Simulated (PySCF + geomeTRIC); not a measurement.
All values below come from PBE0-D3(BJ)/def2-TZVP run with PySCF + geomeTRIC. fastk is a local helper that only speeds up exchange builds. No frequencies were computed at this level.

```python
import json, numpy as np
from pyscf import gto, dft
from fastk import lowrank_exchange
atoms = """
S      2.714001    -0.152440    -0.145371
C      1.123577     0.511850     0.147588
C      0.036895     0.229032    -0.556665
S     -1.514742     1.013396    -0.225086
S     -2.829531    -0.357484    -0.980309
H      2.373229    -0.925057    -1.177345
H      1.114522     1.210457     0.967969
H      0.021514    -0.461264    -1.385347
H     -3.039476    -1.068496     0.136213
"""
def scf(charge, spin, dm0=None):
    mol = gto.M(atom=atoms, basis='def2-tzvp', ecp={}, charge=charge, spin=spin, verbose=3, max_memory=5040)
    mf = dft.KS(mol, xc='pbe0').density_fit(auxbasis="def2-universal-jkfit")
    mf.disp = 'd3bj'
    mf.grids.level = 3
    mf.conv_tol = 1e-8
    mf.max_cycle = 60
    mf.kernel(dm0)
    if not mf.converged:
        mf = mf.newton().run(mf.mo_coeff, mf.mo_occ).undo_soscf()
    return mf
mf = scf(0, 0)
from pyscf.geomopt.geometric_solver import kernel as optimize
path = []
done, mol = optimize(mf, maxsteps=80, assert_convergence=False, callback=lambda env: path.append((env["energy"], bool(env["g_scanner"].converged))))
res = dict(converged=bool(done and path[-1][1]), energy=path[-1][0], path=[e for e, c in path], xyz=mol.atom_coords(unit="Angstrom").tolist(), nao=mol.nao)
json.dump(res, open("result.json", "w"))
```

Output:

```
converged SCF energy = -1272.73612710052
Geometry optimization cycle 1
converged SCF energy = -1272.7361271028
cycle 1: E = -1272.7361271  dE = -1272.74  norm(grad) = 0.022484
Geometry optimization cycle 2
converged SCF energy = -1272.73668823574
cycle 2: E = -1272.73668824  dE = -0.000561133  norm(grad) = 0.0136029
Geometry optimization cycle 3
converged SCF energy = -1272.73767235192
cycle 3: E = -1272.73767235  dE = -0.000984116  norm(grad) = 0.00794487
Geometry optimization cycle 4
converged SCF energy = -1272.73822444688
cycle 4: E = -1272.73822445  dE = -0.000552095  norm(grad) = 0.00587658
Geometry optimization cycle 5
converged SCF energy = -1272.73840550256
cycle 5: E = -1272.7384055  dE = -0.000181056  norm(grad) = 0.0061631
Geometry optimization cycle 6
converged SCF energy = -1272.738565203
cycle 6: E = -1272.7385652  dE = -0.0001597  norm(grad) = 0.0028118
Geometry optimization cycle 7
converged SCF energy = -1272.73857858663
cycle 7: E = -1272.73857859  dE = -1.33836e-05  norm(grad) = 0.00081248
Geometry optimization cycle 8
converged SCF energy = -1272.73858161224
cycle 8: E = -1272.73858161  dE = -3.02561e-06  norm(grad) = 0.000293588
Geometry optimization cycle 9
converged SCF energy = -1272.73858204939
cycle 9: E = -1272.73858205  dE = -4.37155e-07  norm(grad) = 0.000166069
Geometry optimization cycle 10
converged SCF energy = -1272.73858211466
cycle 10: E = -1272.73858211  dE = -6.52715e-08  norm(grad) = 6.9756e-05
<class 'geometric.internal.Distance'> : 8
<class 'geometric.internal.Angle'> : 7
<class 'geometric.internal.OutOfPlane'> : 2
<class 'geometric.internal.Dihedral'> : 9
<class 'geometric.internal.TranslationX'> : 1
<class 'geometric.internal.TranslationY'> : 1
<class 'geometric.internal.TranslationZ'> : 1
<class 'geometric.internal.RotationA'> : 1
<class 'geometric.internal.RotationB'> : 1
<class 'geometric.internal.RotationC'> : 1
Step    0 : Gradient = 7.495e-03/1.385e-02 (rms/max) Energy = -1272.7361271028
Step    1 : Displace = 9.866e-02/1.637e-01 (rms/max) Trust = 1.000e-01 (=) Grad = 4.534e-03/8.516e-03 (rms/max) E (change) = -1272.7366882357 (-5.611e-04) Quality = 0.460
Step    2 : Displace = 7.074e-02/9.682e-02 (rms/max) Trust = 1.000e-01 (=) Grad = 2.648e-03/3.530e-03 (rms/max) E (change) = -1272.7376723519 (-9.841e-04) Quality = 1.068
Step    3 : Displace = 8.395e-02/1.281e-01 (rms/max) Trust = 1.414e-01 (+) Grad = 1.959e-03/2.878e-03 (rms/max) E (change) = -1272.7382244469 (-5.521e-04) Quality = 1.285
Step    4 : Displace = 1.384e-01/1.958e-01 (rms/max) Trust = 2.000e-01 (+) Grad = 2.054e-03/3.426e-03 (rms/max) E (change) = -1272.7384055026 (-1.811e-04) Quality = 0.479
Step    5 : Displace = 2.825e-02/3.950e-02 (rms/max) Trust = 2.000e-01 (=) Grad = 9.373e-04/1.497e-03 (rms/max) E (change) = -1272.7385652030 (-1.597e-04) Quality = 0.878
Step    6 : Displace = 9.445e-03/1.326e-02 (rms/max) Trust = 2.828e-01 (+) Grad = 2.708e-04/5.640e-04 (rms/max) E (change) = -1272.7385785866 (-1.338e-05) Quality = 1.031
Step    7 : Displace = 7.134e-03/1.101e-02 (rms/max) Trust = 3.000e-01 (+) Grad = 9.786e-05/1.462e-04 (rms/max) E (change) = -1272.7385816122 (-3.026e-06) Quality = 1.008
Step    8 : Displace = 2.379e-03/4.261e-03 (rms/max) Trust = 3.000e-01 (=) Grad = 5.536e-05/9.762e-05 (rms/max) E (change) = -1272.7385820494 (-4.372e-07) Quality = 0.942
Step    9 : Displace = 6.946e-04/1.609e-03 (rms/max) Trust = 3.000e-01 (=) Grad = 2.325e-05/3.954e-05 (rms/max) E (change) = -1272.7385821147 (-6.527e-08) Quality = 0.989
Converged! =D
```

Cost: roughly 5 core-minutes.
